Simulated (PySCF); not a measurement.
Vertical excitations of a molecule C₃H₅Cl₂FSi from PySCF with TDA-PBE/def2-SVPD, as energy in eV (oscillator strength): 5.74 (0.015), 6.35 (0.094), 6.65 (0.010), 6.65 (0.049), 6.85 (0.009), 6.90 (0.018). Lowest triplet (TDA): 4.25 eV. Geometry: r2SCAN-D4/def2-SVP. Other conformers were not sampled.

Q: Which structure fits?
A) F[C@H]1CC[Si]1(Cl)Cl
B) C=CC[Si](F)(Cl)Cl
C) C/C(=C/Cl)[Si@H](F)Cl
D) C[Si@](F)(Cl)/C=C\Cl

A: B, C=CC[Si](F)(Cl)Cl
